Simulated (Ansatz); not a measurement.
One change: `[CH3][GaH][C](=N)F` becomes `N=C(F)F`.

Ansatz, PBE0-D4/def2-TZVP geometries, multiplicity 1. Each molecule was computed in one conformer, which needn't be the lowest.

Scalar relativity is left out up to krypton.

```
                                                                                  property  `[CH3][GaH][C](=N)F`
ideal-gas entropy at 298 K and 1 bar (rigid rotor, harmonic PBE0-D4/def2-TZVP) / J/(mol·K)                   377
                                                     HOMO energy (ωB97M-V/def2-TZVPP) / eV                -10.34
                                                       HOMO–LUMO gap (PBE/def2-TZVPP) / eV                  4.14
                                          size of the dipole moment (B3LYP/def2-TZVPP) / D                  1.17
                                        size of the dipole moment (ωB97M-V/def2-TZVPP) / D                  1.17
                                                      HOMO–LUMO gap (PBE0/def2-TZVPP) / eV                  6.38
```

Q: Give the same properties after the change, and the shifts. (Best estimate.)

A: Ansatz gave: 
| property | `N=C(F)F` | shift |
| --- | --- | --- |
| ideal-gas entropy at 298 K and 1 bar (rigid rotor, harmonic PBE0-D4/def2-TZVP) / J/(mol·K) | 267 | -110 |
| HOMO energy (ωB97M-V/def2-TZVPP) / eV | -11.89 | -1.55 |
| HOMO–LUMO gap (PBE/def2-TZVPP) / eV | 6.77 | 2.63 |
| size of the dipole moment (B3LYP/def2-TZVPP) / D | 1.47 | 0.30 |
| size of the dipole moment (ωB97M-V/def2-TZVPP) / D | 1.48 | 0.31 |
| HOMO–LUMO gap (PBE0/def2-TZVPP) / eV | 9.69 | 3.31 |

With PBE0 the HOMO falls by 1.37 eV and the LUMO rises by 1.94 eV, so the gap widens by about 3.31 eV. PBE moves the HOMO by -1.04 eV and ωB97M-V by -1.55 eV. The zero-point energy changes by -101.8 kJ/mol with -15 modes. Dipoles are sizes alone; their direction can turn. Modes under 60 cm⁻¹, often nearly free rotors, make the harmonic entropy too high.

B3LYP here is the variant with VWN-RPA as its local correlation; programs differ in this.
